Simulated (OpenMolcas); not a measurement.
## Mo4+: effect of the metal basis and ligand basis

Mo4+ with 6 ligands (fluoride) in octahedral coordination (Oh) at 1.96 Å. A charge of +0.333 e stands 2.4 Å behind each ligand.

```yaml
Program: OpenMolcas
Method: CASSCF
Spin-orbit_coupling: RASSI with atomic mean-field integrals over the reference wave functions
```

Fixed: active space 2 electrons in 5 orbitals (4d), DKH2 Hamiltonian.

States (labels of O, the rotations of Oh). Energies in cm-1 above the lowest state or level, χT in cm3 K/mol; under a threefold ground state the first gap can be a small split of the lowest multiplet, not the spin-orbit step; 10Dq and B are least-squares fits to the states below 45000 cm-1, weighted by degeneracy, with a free offset, and given where the rms deviation is under 5 % of |10Dq| (or 100 cm-1) and under 700 cm-1.

```tsv
Run	Metal basis	Ligand basis	Ground state	First state of that spin	10Dq	B (rms of fit)	First gap with spin-orbit (degeneracies)	χT at 300 K	First state of another spin	Cost
A	ANO-RCC-VDZP	ANO-RCC-VDZP	3T1	3T2 28553	29839	742 (160)	30.4 (2, 3)	0.380	1T2 10540	roughly 13 core-seconds
B	ANO-RCC-VTZP	ANO-RCC-VTZP	3T1	3T2 28140	29412	739 (161)	30.3 (2, 3)	0.382	1T2 10688	roughly 100 core-seconds
```

Against A, |10Dq| changes by -1.4 % in B.

Costs are those of the RASSCF and RASSI steps.

An orbital triplet at a regular site is open to Jahn-Teller coupling, which can distort the site and quench the lowest spin-orbit gaps and is left out. Without dynamic correlation the repulsion within the d shell is too large (B by tens of per cent), so at a given field states of lower spin stand too high. With metal d orbitals alone the field can be off either way by tens of per cent. Ligand-to-metal charge-transfer states are missing. With no ligand orbital active B as a rule stays too high, so bands that hang on it stand too high and its fall with covalency is understated. The least metal-like active orbital is 78 % on the metal (Löwdin) and no ligand orbital is active, so the numbers are rough (holds for A). The least metal-like active orbital is 73 % on the metal (Löwdin) and no ligand orbital is active, so the numbers are rough (holds for B). No measured value stands beside these numbers; the geometry is a model, was not optimised and need not be the one that this ion takes.
